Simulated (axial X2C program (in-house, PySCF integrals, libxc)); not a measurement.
# Which molecule has these constants?

Computed with an in-house relativistic program for diatomic molecules, spin-free (one-electron X2C) or two-component (2c: spin–orbit coupling with atomic mean-field Coulomb and Gaunt terms, which also bring small scalar terms), in Dyall basis sets with cores contracted in-house; open shells are unrestricted.

A two-component CCSD(T) calculation in a Dyall 3-zeta basis gave Re = 2.806 Å, ωe = 169.4 cm⁻¹, De = 1.03 eV, Ω = 1/2.

Which molecule is it?
A. NaAg⁻
B. NaAu⁻
C. NaCu⁻

B. The others have NaAg⁻ 2.885 Å and 147.1 cm⁻¹ (Ω = 1/2); NaCu⁻ 2.774 Å and 158.4 cm⁻¹ (Ω = 1/2).

Frozen shells (counts by l): NaAu⁻ Au 5s4p2d1f, Na 2s1p, 13 electrons correlated; NaAg⁻ Ag 4s3p1d, Na 2s1p, 13 electrons correlated; NaCu⁻ Cu 3s2p, Na 2s1p, 13 electrons correlated. Coupled cluster in natural virtuals with an MP2 remainder. Where the outer core of a metal is frozen, bonds come out longer and ionisation energies lower.

Each entry is the lowest single determinant of a limited PBE0 search at one distance. De goes to single-determinant-based atoms at the same level (for ions the charge split of lowest energy) and is withheld (n/a) where an atom does not fit its ground term or J level. Main or longest-lived isotopes. One determinant is a doubtful description, or other states lie close, for NaAg⁻, NaCu⁻; these need not be ground states, and all values refer to the states named.
